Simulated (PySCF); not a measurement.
# Xe: ionisation energy

Xe [Xe] (1S) → Xe⁺ [Kr] 4d10 5s2 5p5 (2P), as a difference of total energies. All numbers are calculated (PySCF 2.14, a scalar-relativistic core potential, in def2-SVP with the def2 core potential (28 electrons) (6s5p3d2f, 50 functions)). Correlated levels: valence: 4s2 4p6 4d10 frozen. The calculations carry no spin-orbit coupling.

| method | ionisation energy (eV) |
| --- | --- |
| UHF | 11.466 |
| M06-L | 12.072 |
| PBE0 | 12.392 |
| MP2 (valence) | 12.259 |
| SCS-MP2 (valence) | 12.187 |
| CCSD (valence) | 12.163 |
| CCSD(T) (valence) | 12.199 |

Task: How much does correlation contribute at CCSD(T) (valence)?

Result: 12.199 − (11.466) = 0.733 eV, measured against UHF.

Errors of the correlated levels include the incompleteness of this basis and the frozen core.

For comparison: 12.565 eV (measured; NIST levels, between the centres of gravity of the two terms).
